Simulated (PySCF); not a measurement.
**Static response to an electric field**

Species: TiO₂ (singlet state).
Geometry (PBE0-D3(BJ)/def2-SVP, Å), atoms numbered from 1 in this order:
```
atom  x, y, z in Å
Ti1    0.0032   -0.0058   -0.6144
O2     1.3257   -0.0159    0.3142
O3    -1.3289    0.0216    0.3002
```

Level: CAM-B3LYP/def2-SVPD (PySCF), static field, nuclei fixed, core orbitals frozen in the response. The polarisability tensor in these axes (au):

```
x   48.27 -0.38  0.12
y   -0.38 21.24  0.04
z    0.12  0.04 25.34
```

What are the eigenvalues, a third of the trace, and Δα (Δα² = ½Σ(αi − αj)² over the three pairs)?

Principal values 21.24, 25.34 and 48.28 au; mean 31.62 au = 4.69 Å³ = 5.21 × 10⁻⁴⁰ C²·m²/J; Δα = 25.24 au (80 % of the mean).

What is the dipole moment, and where does it point?

(0.04, -0.07, -6.92) D, 6.92 D in size, pointing from the negative to the positive side. Measured along this direction, the outermost atoms are O2 and O3 at the negative end and Ti1 at the positive end.

What are the principal values of the traceless quadrupole moment, Θ = ½Σq(3rr − r²1), about the centre of nuclear charge?

-13.96, 6.77, 7.20 D·Å. The values depend on the origin, since the dipole doesn't vanish. The electronic extent ⟨r²⟩ about the same centre is 189 bohr², a root-mean-square distance of 1.18 Å for the 38 electrons.

Orientational against electronic polarisability at 350 K (dilute gas, rigid molecules)?

In Gaussian units μ²/3kT = 330.00 Å³ against 4.69 Å³, a ratio of 70.43; the Debye molar polarisation (4π/3)N_A(α + μ²/3kT) is 844.3 cm³/mol, leaving out the vibrational part.

Refractivity n − 1 of an ideal gas of it at 500 K and 1 atm, from the electronic α?

N = p/kT = 1.4678 × 10¹⁹ cm⁻³, so n − 1 = 2π × N × 4.69 × 10⁻²⁴ cm³ = 432 × 10⁻⁶ at long wavelengths, for an ideal gas.

Isolated species at its PBE0-D3(BJ)/def2-SVP geometry, gas phase.
